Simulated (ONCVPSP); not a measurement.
Reading a pseudo-wave (S (Z = 16))

Columns: radius, all-electron u(r) and pseudo u(r) of the 2p shell (level -156.52 eV) of sulfur in the configuration [He] 2s2 2p6 3s2 3p4; LDA (Perdew-Zunger), scalar-relativistic, ONCV scheme, ONCVPSP 4.0.1.

```json
{"r (bohr)": "0.042", "all-electron": "0.1670", "pseudo": "0.0636"}
{"r (bohr)": "0.085", "all-electron": "0.4918", "pseudo": "0.2465"}
{"r (bohr)": "0.128", "all-electron": "0.8173", "pseudo": "0.5136"}
{"r (bohr)": "0.170", "all-electron": "1.0772", "pseudo": "0.8091"}
{"r (bohr)": "0.212", "all-electron": "1.2639", "pseudo": "1.0913"}
{"r (bohr)": "0.255", "all-electron": "1.3821", "pseudo": "1.3257"}
{"r (bohr)": "0.298", "all-electron": "1.4379", "pseudo": "1.4803"}
{"r (bohr)": "0.340", "all-electron": "1.4447", "pseudo": "1.5481"}
{"r (bohr)": "0.382", "all-electron": "1.4159", "pseudo": "1.5419"}
{"r (bohr)": "0.425", "all-electron": "1.3605", "pseudo": "1.4784"}
{"r (bohr)": "0.467", "all-electron": "1.2892", "pseudo": "1.3820"}
{"r (bohr)": "0.510", "all-electron": "1.2055", "pseudo": "1.2678"}
{"r (bohr)": "0.552", "all-electron": "1.1182", "pseudo": "1.1545"}
{"r (bohr)": "0.595", "all-electron": "1.0271", "pseudo": "1.0446"}
{"r (bohr)": "0.638", "all-electron": "0.9369", "pseudo": "0.9436"}
{"r (bohr)": "0.680", "all-electron": "0.8516", "pseudo": "0.8535"}
{"r (bohr)": "0.722", "all-electron": "0.7705", "pseudo": "0.7707"}
{"r (bohr)": "0.765", "all-electron": "0.6926", "pseudo": "0.6924"}
{"r (bohr)": "0.807", "all-electron": "0.6218", "pseudo": "0.6217"}
{"r (bohr)": "0.850", "all-electron": "0.5551", "pseudo": "0.5549"}
{"r (bohr)": "0.892", "all-electron": "0.4955", "pseudo": "0.4953"}
{"r (bohr)": "0.935", "all-electron": "0.4400", "pseudo": "0.4399"}
{"r (bohr)": "0.977", "all-electron": "0.3910", "pseudo": "0.3909"}
{"r (bohr)": "1.020", "all-electron": "0.3458", "pseudo": "0.3457"}
{"r (bohr)": "1.062", "all-electron": "0.3062", "pseudo": "0.3061"}
{"r (bohr)": "1.105", "all-electron": "0.2699", "pseudo": "0.2699"}
```

Task: How many radial nodes do the two functions have?

Result: The all-electron 2p function has n − l − 1 = 0; the pseudo-wave has 0.

Task: At about which radius was the pseudo-wave matched?

Result: 0.80 bohr. The columns agree to 0.0005 from 0.72 bohr on; several derivatives are matched, so the curves merge somewhat inside the radius.

Task: Is the pseudo-wave norm-conserving?

Result: Yes: the ONCV scheme keeps the norm inside the radius equal to the all-electron one, which fixes the energy derivative of the logarithmic derivative at the level.
